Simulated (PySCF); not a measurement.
Fill in the blanks.

Compound: C8H9FO.
InChI=1S/C8H9FO/c1-10-6-7-2-4-8(9)5-3-7/h2-5H,6H2,1H3

Conformer (atom-mapped SMILES and torsion angles): `[CH3:1][O:2][CH2:3][c:4]1[cH:5][cH:6][c:7]([F:8])[cH:9][cH:10]1`: C1–O2–C3–C4 -70°, O2–C3–C4–C5 141°.

```tsv
property	level	value
point group	PBE0-D3(BJ)/def2-SVP	C1
rotational constants A, B, C	PBE0-D3(BJ)/def2-SVP	?
dipole moment	CAM-B3LYP/def2-SVPD	1.44 D
HOMO energy	CAM-B3LYP/def2-SVPD	?
LUMO energy	CAM-B3LYP/def2-SVPD	0.40 eV
lowest singlet excitation	TDDFT CAM-B3LYP/def2-SVPD	5.30 eV (234 nm, f = 0.014)
strongest line among the 10 lowest singlet transitions	TDDFT CAM-B3LYP/def2-SVPD	S4 at 6.95 eV (178 nm, f = 0.502)
lowest triplet excitation (Tamm–Dancoff)	TDA CAM-B3LYP/def2-SVPD	4.03 eV
static isotropic polarisability	CAM-B3LYP/def2-SVPD	96.6 au
vertical ionisation energy	ΔSCF CAM-B3LYP/def2-SVPD	9.02 eV
electronic spatial extent ⟨r²⟩ about the centre of nuclear charge	CAM-B3LYP/def2-SVPD	1720 bohr²
13C chemical shifts (computed TMS as zero) by class	GIAO B97-2/pcSseg-1	166.8 (1 C), 136.5 (1 C), 131.5 (2 C), 117.8 (2 C), 74.3 (1 C), 56.2 (1 C) ppm
1H chemical shifts (computed TMS as zero) by class	GIAO B97-2/pcSseg-1	?
isotropic shieldings of nuclei other than C and H, by class	GIAO B97-2/pcSseg-1	307 (1 O), 291 (1 F) ppm
```

The electronic properties come from PySCF, for the isolated species, density fitting. Geometry: PBE0-D3(BJ)/def2-SVP, one conformer, isolated molecule. NMR classes are plain means over equivalent atoms (diastereotopic ones count apart unless rotation or inversion swaps them), as if these changed places fast; in this geometry the members of some classes differ.

(1) What are the rotational constants A, B, C?

(2) Give the 1H chemical shifts (computed TMS as zero) by class.

(3) What is the HOMO energy?

## Answers

(1) 3.447, 0.706, 0.652 GHz.

(2) 7.41 (2 H), 7.07 (2 H), 4.37 (2 H), 3.07 (3 H) ppm.

(3) -8.33 eV.

The polarisability is 14.32 Å³ as a volume (1 au = 0.148185 Å³), or 1.31 au for each of the 74 electrons. The vertical singlet–triplet gap S1 − T1 is 1.27 eV (TDDFT singlet less Tamm–Dancoff triplet; S1: HOMO→LUMO, weight 0.70; T1: HOMO→LUMO+1, weight 0.51, beside HOMO−1→LUMO, weight 0.35). The rotational constants make it an asymmetric top with κ = (2B − A − C)/(A − C) = -0.96, nearer the prolate limit (−1). With B = h/(8π²I), that is 505.379 GHz u Å² over I, the principal moments of inertia are 146.6, 715.4 and 775.2 u Å² (most abundant isotopes); the inertial defect Ic − Ia − Ib is -86.8 u Å² (zero for a rigid planar frame, negative otherwise). The ΔSCF ionisation energy exceeds −ε(HOMO) by 0.69 eV with CAM-B3LYP. The principal polarisabilities are 70.0, 100.1 and 119.8 au; their mean is the isotropic value.
